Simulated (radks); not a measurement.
The numbers below are computed, except where a source is named.
Si, 14 electrons, occupied as [Ne] 3s2 3p2. Code: a radial shooting solver on a logarithmic mesh with Libxc functionals. Model: scalar-relativistic Kohn-Sham, LDA (Slater exchange, Perdew-Zunger correlation), spin-polarised, spherical densities, finite nucleus; open shells are filled with parallel spins first; Fermi nuclear charge, rms radius 3.1224 fm.

Normalised radial functions P(r) = r R(r), r in bohr:

```
   r/bohr * 3p down (the largest magnitude, 0.606, reaches the edge; | marks zero)
  0.01285                             *
  0.01713                             *
  0.02267                             *
  0.03024                             |*
  0.04001                             |*
  0.05336                             | *
   0.0706                             |  *
  0.09417                             |   *
   0.1246                             |     *
   0.1662                             |       *
   0.2216                             |         *
   0.2933                             |          *
   0.3911                             |          *
   0.5175                             |       *
   0.6903                             |*
   0.9133                     *       |
    1.218            *                |
    1.612     *                       |
     2.15  *                          |
    2.867    *                        |
    3.794          *                  |
     5.06                  *          |
    6.695                        *    |
    8.929                           * |
    11.81                             *
    15.76                             *
    20.85                             *
    27.81                             *
```

3p down (empty): eigenvalue -3.341 eV, 1 radial node at r = 0.716 bohr, <r> = 2.89 bohr, 90 % of the charge inside 4.66 bohr.
